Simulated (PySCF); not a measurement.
## Working with the constants of GaF

PBE0 constants of GaF, ¹Σ⁺ (singlet), closed shell (PySCF, scalar-relativistic core potentials, basis sets Ga cc-pVTZ-PP with ECP10, F cc-pVTZ; masses 68.9256 and 18.9984 u):

* ωe: 619.5 cm⁻¹
* ωexe: 3.03 cm⁻¹
* Be: 0.35523 cm⁻¹
* αe: 0.00269 cm⁻¹
* D (centrifugal): 4.67e-07 cm⁻¹
* De to Ga + F: 5.92 eV

(1) Give the band origin of the fundamental and the first lines of its P and R branches.

(2) Near which J would the R branch turn back, without centrifugal distortion?

Answers

(1) ν0 = ωe − 2ωexe = 613.4 cm⁻¹, B0 = 0.35389, B1 = 0.35119 cm⁻¹.

```
J″  P(J″) − ν0  R(J″) − ν0
 0                   0.702
 1      -0.708       1.399
 2      -1.421       2.091
 3      -2.139       2.777
 4      -2.863       3.458
 5      -3.592       4.133
 6      -4.327       4.803
```

(2) At J ≈ (B0 + B1)/(2(B0 − B1)) − 1 ≈ 130.
